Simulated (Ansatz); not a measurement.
# A geometry optimisation of FGeH3O with B3LYP-D3(BJ)/6-311G**

The starting geometry of this gas-phase triplet was optimised with GFN2-xTB as a singlet; its bonds are those of `[OH][GeH2][F]`.

```xyz
6

F    -2.5076   -0.4427   -2.6949
Ge   -1.1156   -0.3739   -1.6380
O    -1.5935   -1.2672   -0.2512
H    -2.1562   -2.0295   -0.3809
H    -0.0396   -1.0368   -2.4428
H    -0.9652    1.0454   -1.2168
```

**Question.** Where would you expect an optimisation with B3LYP-D3(BJ)/6-311G** to take it?

**Answer.** It falls apart into FGeH2O + H. Contacts that open: Ge2–H5 (1.50 → 3.52 Å).

The energy falls by 3.52 eV over 45 steps:

```csv
step,E − E(last) (eV)
1,3.524
6,0.833
11,0.069
16,0.011
21,0.008
25,0.007
30,0.004
35,0.002
40,0.000
45,0.000
```

Final geometry (Å):

```yaml
atoms:
  - { symbol: F, position_ang: [-1.0097, -1.5730, -2.5315] }
  - { symbol: Ge, position_ang: [-0.7877, -1.1480, -0.8222] }
  - { symbol: O, position_ang: [-2.4291, -0.8329, -0.1804] }
  - { symbol: H, position_ang: [-3.0927, -1.4674, -0.4744] }
  - { symbol: H, position_ang: [-0.9833, 0.6721, -3.8327] }
  - { symbol: H, position_ang: [-0.0752, 0.2444, -0.7833] }
```

The end wasn't checked by frequencies. Open shells are spin-unrestricted. The triplet needn't be the ground state. Run with Ansatz 0.2.0, 4.7 min on 2 threads of Intel(R) Xeon(R) Processor @ 2.50GHz (Skylake/Cascade Lake) (shared host).
